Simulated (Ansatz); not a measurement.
`[GeH3][SiH2][GeH3]` + `BO` → `B[O][GeH3]` + `[SiH3][GeH3]` at 500 K and 1 bar (cleavage of the Ge–Si bond).

Calculated with Ansatz (gas phase, PBE0-D4/def2-TZVP geometries, no zero-point term in ΔE). CBS: MP2 limit from def2 TZ/QZ plus the TZ coupled-cluster correction, frozen cores. This one scheme is used for every species. For Ge outer-core shells are correlated without core-valence functions, which leaves a few kJ/mol of doubt a bond. Scalar relativity is left out up to krypton.

```
             species  CCSD(T)/CBS energy (Eh)  H − E (kJ/mol)  S (J/(mol·K))
`[GeH3][SiH2][GeH3]`              -4446.10285           219.3          447.3
                `BO`               -101.80414           113.6          256.0
        `B[O][GeH3]`              -2179.12438           163.6          353.2
      `[SiH3][GeH3]`              -2368.78170           160.7          342.8
```

H − E and S are ideal-gas, rigid-rotor, harmonic terms from PBE0-D4/def2-TZVP. 1 Eh = 2625.50 kJ/mol, R = 8.31446 J/(mol·K).

By hand: ΔE, ΔH, ΔS and ΔG.

ΔE = (-2179.12438) + (-2368.78170) − (-4446.10285) − (-101.80414) = 0.00091 Eh = 2.4 kJ/mol. Δ(H − E) = 163.6 + 160.7 − 219.3 − 113.6 = -8.6, so ΔH = -6.2 kJ/mol. ΔS = 353.2 + 342.8 − 447.3 − 256.0 = -7.3 J/(mol·K). ΔG = -6.2 − 500 × (-7.3)/1000 = -2.6 kJ/mol.

By hand: the equilibrium constant, and the temperature at which ΔG would vanish if ΔH and ΔS stayed fixed.

log₁₀ K = −ΔG/(RT ln 10) = 0.3. ΔG = 0 at ΔH/ΔS = 849 K, though so small a ΔH makes that figure unsure.

TΔS isn't small against ΔH here. The sign of ΔG lies within the doubt. A doubt of 5 kJ/mol in ΔE shifts log₁₀ K by 0.5 here. These are equilibria of isolated gas molecules and say nothing of rates. Largest T1 diagnostic: 0.014 (customary marks: 0.02 for closed shells, 0.045 for open ones).
